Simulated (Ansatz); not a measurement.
`OB(S)O[SiH3]`, relaxed with RKS PBE0-D4/def2-TZVP in Ansatz from a PBE-D4/def2-SVP geometry. The force threshold is 0.005 eV/Å; the program also tests the step.

Charge 0, multiplicity 1.

Start:

```xyz
10

O    -2.377   -0.554    0.467
B    -1.190   -0.154   -0.081
S    -1.191    0.696   -1.725
O    -0.059   -0.410    0.643
Si    1.584   -0.083    0.653
H    -3.146   -0.363   -0.096
H     0.159    0.841   -1.828
H     1.883    0.918    1.729
H     2.316   -1.364    0.918
H     2.020    0.474   -0.681
```

How much energy does the relaxation release, and in how many steps? (An estimate is asked.)

Computed: 4.82 kJ/mol, in 18 steps, 1 of them rejected.

Which bonds change most? (Best estimate.)

Computed: O4–Si5 from 1.675 to 1.638 Å; Si5–H10 from 1.510 to 1.489 Å; S3–H7 from 1.361 to 1.342 Å; Si5–H8 from 1.500 to 1.482 Å.

Give the relaxed structure. (Best estimate.)

Ansatz gave: 
```xyz
10

O    -2.349   -0.526    0.472
B    -1.171   -0.131   -0.075
S    -1.174    0.591   -1.764
O    -0.056   -0.297    0.672
Si    1.565   -0.065    0.659
H    -3.115   -0.391   -0.089
H     0.147    0.809   -1.848
H     1.923    0.838    1.778
H     2.233   -1.377    0.822
H     1.998    0.551   -0.626
```
